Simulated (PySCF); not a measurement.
Exercise with solution: dipole moment from atomic charges

Sn(Me)(Cl)3 (CH₃Cl₃Sn), SMILES [CH3][Sn]([Cl])([Cl])[Cl]. Atoms are numbered in the order given.

```xyz
8

C      0.0000     0.0000     2.3661
Sn     0.0000     0.0000     0.2195
Cl    -0.6669     2.0819    -0.6527
Cl     2.1364    -0.4634    -0.6527
Cl    -1.4695    -1.6185    -0.6527
H     -0.7146    -0.7615     2.7043
H      1.0167    -0.2381     2.7043
H     -0.3022     0.9996     2.7043
```
Charge 0, spin multiplicity 1.

Coordinates come from a B3LYP-D3(BJ)/def2-SVP optimisation. The isomer is the one that the SMILES or the coordinates give; other isomers of the formula were not compared. The def2 effective core potentials stand for the cores of Sn; spin–orbit coupling is left out.

Charges (e) from r2SCAN/def2-TZVP run with PySCF:

| atom | ESP fit | Mulliken |
|---|---|---|
| C1 | -0.440 | -0.547 |
| Sn2 | 0.399 | 1.070 |
| Cl3 | -0.160 | -0.337 |
| Cl4 | -0.161 | -0.337 |
| Cl5 | -0.161 | -0.337 |
| H6 | 0.173 | 0.162 |
| H7 | 0.175 | 0.162 |
| H8 | 0.174 | 0.162 |

The dipole moment of the full density is 3.58 D.

Q: What dipole moment does each set of point charges give, and which comes closer to that of the density?

A: 
μ = Σ q r, and 1 e Å = 4.8032 D.
ESP fit: Σ q r = (0.001, 0.003, 0.773) e Å, |μ| = 3.71 D.
Mulliken: Σ q r = (0.000, 0.000, 0.915) e Å, |μ| = 4.39 D.
ESP fit comes closer in size. Point charges leave out the atoms' own dipoles (lone pairs, polarised bonds); fits to the potential absorb them, partitions of the density don't.
